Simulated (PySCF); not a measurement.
The vertical singlet excitations below were computed for one of the candidates. The calculation used TDDFT CAM-B3LYP/def2-SVPD, vertical, gas phase, core orbitals frozen in the response in PySCF 2.14.0, density-fitted response routines. Geometries: GFN2-xTB, one conformer each.

| state | ν̃ (cm⁻¹) | f | main configurations (H = HOMO, L = LUMO) |
| --- | --- | --- | --- |
| S1 | 37180 | 0.0029 | H→L (96%) |
| S2 | 42750 | 0.058 | H-1→L (81%), H-2→L+1 (17%) |
| S3 | 43160 | 0.0000 | H→L+1 (99%) |
| S4 | 48480 | 0.144 | H-2→L (80%), H-1→L+1 (15%) |
| S5 | 52610 | 0.0000 | H-3→L (92%) |
| S6 | 56130 | 0.533 | H-1→L+1 (78%), H-2→L (12%) |
| S7 | 57720 | 0.303 | H-2→L+1 (80%), H-1→L (17%) |
| S8 | 60910 | 0.0000 | H-2→L+4 (62%), H-2→L+3 (14%), H-5→L+4 (11%) |

Question: Which candidate is it?
A. `C=C/C(CC)=N\N=C`
B. `[H]/N=C\CC(=O)C=C`
C. `n1ccc(C#N)cc1`
D. `C=CC[P@@](C)(=N)P`
E. `NP1CCPCC1`

Answer: C. Its S1 lies at 4.61 eV; the nearest of the others has S1 at 4.34 eV. S1 is HOMO→LUMO (96%). Löwdin shares by element: HOMO nitrogen 61% or more, carbon 26% or more; LUMO nitrogen 30%, carbon 30% or more (atoms not listed hold the other 40%). At the same level the other candidates give, for their lowest levels:
- `C=C/C(CC)=N\N=C`: 4.34 eV (f 0.002); 4.56 eV (f 0.046); 4.99 eV (f 0.207); 6.04 eV (f 0.192); 6.56 eV (f 0.004); T1 2.95 eV; HOMO -7.73, LUMO -0.12 eV
- `[H]/N=C\CC(=O)C=C`: 3.75 eV (f 0.003); 4.97 eV (f 0.005); 5.96 eV (f 0.276); 6.09 eV (f 0.018); 7.01 eV (f 0.010); T1 3.28 eV; HOMO -8.93, LUMO -1.04 eV
- `NP1CCPCC1`: 5.31 eV (f 0.039); 5.95 eV (f 0.038); 6.10 eV (f 0.031); 6.53 eV (f 0.017); 6.54 eV (f 0.074); T1 4.52 eV; HOMO -7.29, LUMO 1.27 eV
- `C=CC[P@@](C)(=N)P`: 5.24 eV (f 0.054); 5.51 eV (f 0.043); 6.16 eV (f 0.055); 6.28 eV (f 0.071); 6.42 eV (f 0.057); T1 4.22 eV; HOMO -7.53, LUMO 0.61 eV
Triplets come from the Tamm–Dancoff approximation.
